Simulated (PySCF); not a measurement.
**SnCl⁺: script and output**

File input.py (PySCF 2.14):

```python
from pyscf import gto, scf

mol = gto.M(
    atom='Sn 0 0 0; Cl 0 0 2.178',
    basis='def2-svpd',
    ecp={'Sn': 'def2-svpd'},
    charge=1,
    spin=0,
    verbose=4,
)
mf = scf.RHF(mol)
mf.kernel()
mf.nuc_grad_method().kernel()
mf.dip_moment()
print('orbital energies (hartree):', mf.mo_energy[..., max(0, mol.nelec[1]-3):mol.nelec[0]+3].round(4))
```

```bash
$ python input.py
```

The log (some set-up lines and the per-cycle HOMO/LUMO lines with their warnings removed):

```
PySCF version 2.14.0

[INPUT] Symbol           X                Y                Z      unit          X                Y                Z       unit  Magmom
[INPUT]  1 Sn     0.000000000000   0.000000000000   0.000000000000 AA    0.000000000000   0.000000000000   0.000000000000 Bohr   0.0
[INPUT]  2 Cl     0.000000000000   0.000000000000   2.178000000000 AA    0.000000000000   0.000000000000   4.115823499303 Bohr   0.0

nuclear repulsion = 90.8688139963636
number of shells = 23
number of NR pGTOs = 112
number of NR cGTOs = 59
basis = def2-svpd
ecp = {'Sn': 'def2-svpd'}

******** <class 'pyscf.scf.hf.RHF'> ********
method = RHF
initial guess = minao
damping factor = 0
level_shift factor = 0
DIIS = <class 'pyscf.scf.diis.CDIIS'>
SCF conv_tol = 1e-09
SCF max_cycles = 50
Initial guess from minao.
init E= -649.434532926251
cycle= 1 E= -672.069922470839  delta_E= -22.6  |g|= 1.43  |ddm|= 6.66
cycle= 2 E= -672.435373210339  delta_E= -0.365  |g|= 0.578  |ddm|= 3.85
cycle= 3 E= -672.500759505272  delta_E= -0.0654  |g|= 0.0585  |ddm|= 0.805
cycle= 4 E= -672.502149818441  delta_E= -0.00139  |g|= 0.0194  |ddm|= 0.112
cycle= 5 E= -672.50233040882  delta_E= -0.000181  |g|= 0.00532  |ddm|= 0.0448
cycle= 6 E= -672.502366659067  delta_E= -3.63e-05  |g|= 0.00145  |ddm|= 0.0255
cycle= 7 E= -672.502369014542  delta_E= -2.36e-06  |g|= 0.000424  |ddm|= 0.00559
cycle= 8 E= -672.502369195866  delta_E= -1.81e-07  |g|= 5.62e-05  |ddm|= 0.00161
cycle= 9 E= -672.502369197742  delta_E= -1.88e-09  |g|= 9.16e-06  |ddm|= 0.000151
cycle= 10 E= -672.5023691978  delta_E= -5.75e-11  |g|= 1.34e-06  |ddm|= 2.8e-05
Extra cycle  E= -672.502369197801  delta_E= -1.36e-12  |g|= 4.88e-07  |ddm|= 3.8e-06
converged SCF energy = -672.502369197801

******** <class 'pyscf.grad.rhf.Gradients'> for <class 'pyscf.scf.hf.RHF'> ********
unit = Eh/Bohr
--------------- RHF gradients ---------------
         x                y                z
0 Sn     0.0000000000    -0.0000000000     0.0562745319
1 Cl    -0.0000000000     0.0000000000    -0.0562745319
----------------------------------------------

WARN: System has nonzero charge 1; the dipole moment is origin-dependent.
Location of origin: [0. 0. 0.]

Dipole moment(X, Y, Z, Debye):  0.00000,  0.00000, -0.13553
orbital energies (hartree): [-0.6907 -0.6907 -0.6401 -0.2202 -0.2202 -0.1069]
```

In short: E(SCF) = -672.502369 Eh, 10 cycles, gradient on the second atom -0.0563 Eh/bohr.

Wall time 4 s on one thread of a shared host.

Stability towards an unrestricted solution was not tested. The bond length is a typed value, not an optimised one. The dipole of an ion depends on the origin.
